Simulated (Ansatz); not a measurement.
Wavefunction ladder for C2H6AlO (`[CH2][Al]([CH3])[OH]`) radical

```xyz
10

C     0.7666    1.6198   -0.5632
Al    0.1645    0.0281    0.3430
C    -1.0025   -1.2894   -0.4790
O     0.6616   -0.2655    1.9451
H     1.4185    2.3766   -0.1287
H     0.4901    1.8719   -1.5865
H    -0.5668   -1.6890   -1.4002
H    -1.1993   -2.1285    0.1919
H    -1.9655   -0.8482   -0.7558
H     1.2329    0.3241    2.4334
```

Charge 0, multiplicity 2. All single points use the PBE0-D4/def2-TZVP geometry. It is one conformer, not always the lowest. Frozen core, unrestricted reference, the Gaussian-basis code of Ansatz. CBS rows extrapolate triple and quadruple zeta; past MP2 they add the triple-zeta difference.

```tsv
basis	HF (Eh)	MP2 corr.	CCSD corr.	(T)	CCSD(T) total
def2-SVP	?	?	-0.55377	-0.01292	?
def2-TZVPP	?	-0.64146	-0.67953	-0.02394	?
def2-QZVPP	-396.13222	-0.68843	–	–	–
CBS(def2)	-396.13426	?	-0.76129	as TZ	?
```

(1) Fill in the withheld values. (An estimate is asked.)

Answers

(1) Ansatz gave: def2-SVP HF (Eh): -395.84435; def2-SVP MP2 corr.: -0.50929; def2-SVP CCSD(T) total: -396.41104; def2-TZVPP HF (Eh): -396.11738; def2-TZVPP CCSD(T) total: -396.82085; CBS(def2) MP2 corr.: -0.72323; CBS(def2) CCSD(T) total: -396.91949.
